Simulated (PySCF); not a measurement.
Computed shifts of a molecule C3H6F2Si, PBE/pcSseg-1 run with PySCF, GIAO, gas phase, atoms alike by connectivity averaged where their shifts nearly agree, in ppm (number of nuclei): ¹⁹F: -107.6 (1), -112.4 (1). ¹³C: 167.6 (1), 78.1 (1), 8.7 (1). ²⁹Si: -68.7 (1). ¹H: 4.25 (3), 4.21 (1), 2.00 (1), 1.72 (1). References: ¹⁹F against CFCl3 (σ = 133.6 ppm); ¹³C against TMS (σ = 182.0 ppm); ²⁹Si against TMS (σ = 335.4 ppm); ¹H against TMS (σ = 31.49 ppm), references at their B3LYP-D3(BJ)/def2-TZVP geometries, non-relativistic. Geometry: PBE0-D3(BJ)/def2-SVP. The values are those of a single conformer.

Problem. Which molecule gave these data?
A. C/C(F)=C(/F)[SiH3]
B. C/C(=C\F)[SiH2]F
C. C[SiH2]/C(F)=C/F
D. FC(F)=CC[SiH3]

Solution. D, FC(F)=CC[SiH3]
